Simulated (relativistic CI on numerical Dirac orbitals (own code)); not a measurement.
# Fe⁷⁺: 2p photoemission

Computed with this model: Dirac-Coulomb-Breit CI, separate exchange-only KLI orbitals for each configuration, QED by a radiative potential, valence Slater integrals scaled by 0.8, multiplet model of photoemission in the sudden approximation; configurations [Ar] 3d → [He] 2s2 2p5 3s2 3p6 3d; 300 K; Lorentzian 0.7 eV and Gaussian 0.6 eV FWHM. Energies are those of the free ion, without screening or charge transfer. The energies are binding energies and can lie tens of eV above those of solids. S is read from ⟨S²⟩ = S(S + 1).

Field parameters in Wybourne normalisation: Oh B⁴₀ = 21Dq, B⁴₄ = √(5/14) B⁴₀. The field is a parameter set, without covalency.

Computed curve for Oh, 10Dq = 5900 cm⁻¹, scaled to 100 at the maximum (points under 2 are left out and the grid is thinned):

Energy (eV), Intensity and a bar:
```
    879.5        2.1 
    880.0        2.8 
    880.5        4.0 #
    881.0        6.6 #
    881.5       13.9 ####
    882.0       30.2 #########
    882.5       48.6 ###############
    883.0       60.5 ###################
    883.5       93.5 ##############################
    884.0       91.0 #############################
    884.4       64.3 ####################
    884.9       52.7 #################
    885.4       35.2 ###########
    885.9       16.7 #####
    886.4        8.1 ##
    886.9        5.0 #
    887.4        4.1 #
    887.9        4.7 #
    888.4        9.3 ##
    888.9       12.4 ###
    889.4        6.0 #
    889.9        2.8 
    893.3        2.1 
    893.8        2.9 
    894.3        4.5 #
    894.8        8.8 ##
    895.3       24.1 #######
    895.8       58.4 ##################
    896.3       48.7 ###############
    896.8       28.8 #########
    897.2       20.8 ######
    897.7        9.1 ##
    898.2        4.9 #
    898.7        4.0 #
    899.2        5.5 #
    899.7       13.2 ####
    900.2       22.5 #######
    900.7       11.7 ###
    901.2        4.2 #
    901.7        2.1
```

The ground state has S = 0.50, and the centroid lies at 888.31 eV.
